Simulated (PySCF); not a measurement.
Molecule: `N[SiH](N)F`, FH₅N₂Si.

Atoms are numbered as in `[NH2:1][SiH:2]([NH2:3])[F:4]`; H(Xn) means a hydrogen on atom n.

Geometry PBE0-D3(BJ)/def2-SVP throughout; GIAO in PySCF, gas phase, one conformer, non-relativistic; equivalent atoms averaged; functional PBE0.

**Question.** How do the shifts δ (against NH3, TMS, CFCl3 at the same level) depend on the basis set? (ppm; last column core-seconds on shared hosts with different chips, so compare them loosely)

**Answer.** 
```
    basis set  functions  N1/N3    Si2      F4  H(Si2)  H(N1)/H(N3)  core-s
       STO-3G         29  -35.7  -15.2  -198.0    2.51        -1.29     1.4
        6-31G         50   14.0    0.2  -172.6    5.26         0.14     2.7
     pcSseg-0         50   15.8  -25.5  -171.3    5.75         0.10     2.9
       6-31G*         70   20.0  -20.7  -124.8    5.18         0.26     3.4
     def2-SVP         85   25.2  -39.1  -111.5    4.74         0.47     3.7
      cc-pVDZ         85   25.8  -33.0  -127.5    4.70         0.38     4.6
     pcSseg-1        100   29.4  -34.0  -139.7    4.75         0.76     5.1
  aug-cc-pVDZ        141   26.1  -18.6  -140.5    5.29         0.74     8.7
6-311+G(2d,p)        146   30.1  -33.1  -142.9    5.21         0.63     7.2
    def2-TZVP        160   31.7  -37.0  -133.1    5.15         0.62     8.5
      cc-pVTZ        194   29.0  -23.4  -133.1    5.03         0.72      13
     IGLO-III        199   30.4  -37.9  -139.0    5.13         0.77      13
     pcSseg-2        221   30.8  -35.7  -138.6    4.99         0.95      15
```

**Question.** Which nucleus moves most, in ppm?

**Answer.** F4 (fluorine bonded to Si): from -198.0 ppm with STO-3G to -111.5 ppm with def2-SVP. The smallest spread is 2.24 ppm, at H(N1)/H(N3).

**Question.** Taking the largest basis, pcSseg-2 (221 functions), as the yardstick, rank the others by their worst heavy-atom deviation.

**Answer.** pcSseg-1 1.6 ppm (100 functions), IGLO-III 2.2 ppm (199 functions), 6-311+G(2d,p) 4.3 ppm (146 functions), def2-TZVP 5.5 ppm (160 functions), cc-pVDZ 11.1 ppm (85 functions), cc-pVTZ 12.2 ppm (194 functions), 6-31G* 15.0 ppm (70 functions), aug-cc-pVDZ 17.0 ppm (141 functions), def2-SVP 27.1 ppm (85 functions), pcSseg-0 32.7 ppm (50 functions), 6-31G 35.8 ppm (50 functions), STO-3G 66.5 ppm (29 functions).

A small basis that lands close on one nucleus may do so by chance; judge by the trend and by all nuclei.
